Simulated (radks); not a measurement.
Question: These are the eigenvalues of the occupied orbitals of an atom or ion with whole-number occupations (eV). Method: Dirac Kohn-Sham, PBE, spin-unpolarised, spherical densities, finite nucleus; Fermi nuclear charge, rms radius of each element as measured or else 0.836 A^(1/3) + 0.57 fm; computed with a radial shooting solver on a logarithmic mesh with Libxc functionals.

| orbital | eigenvalue |
|---|---|
| 1s1/2 | -69388.06 |
| 2s1/2 | -11981.93 |
| 2p1/2 | -11461.16 |
| 2p3/2 | -10108.48 |
| 3s1/2 | -2771.725 |
| 3p1/2 | -2539.216 |
| 3p3/2 | -2246.721 |
| 3d3/2 | -1854.348 |
| 3d5/2 | -1790.736 |
| 4s1/2 | -584.5161 |
| 4p1/2 | -487.9825 |
| 4p3/2 | -420.2031 |
| 4d3/2 | -261.4574 |
| 4d5/2 | -248.9672 |
| 5s1/2 | -94.9152 |
| 5p1/2 | -66.3538 |
| 5p3/2 | -56.5388 |
| 4f5/2 | -50.4349 |
| 4f7/2 | -48.1969 |
| 5d3/2 | -20.3777 |
| 5d5/2 | -19.5422 |

Which element is it, and in what charge state? The configuration may be excited. Open shells, if any, are shared by 2j + 1.

Answer: Z = 74, tungsten, charge +2: W2+ in [Xe] 4f14 5d4. The list shows which subshells hold electrons but not how many an open one holds; the 1s level, -2550 hartree, gives Z - s = 71.4 by -(Z - s)^2/2, which with screening and relativity narrows Z to a few neighbours, and the depths of the outer levels then fix element, charge and occupations together.
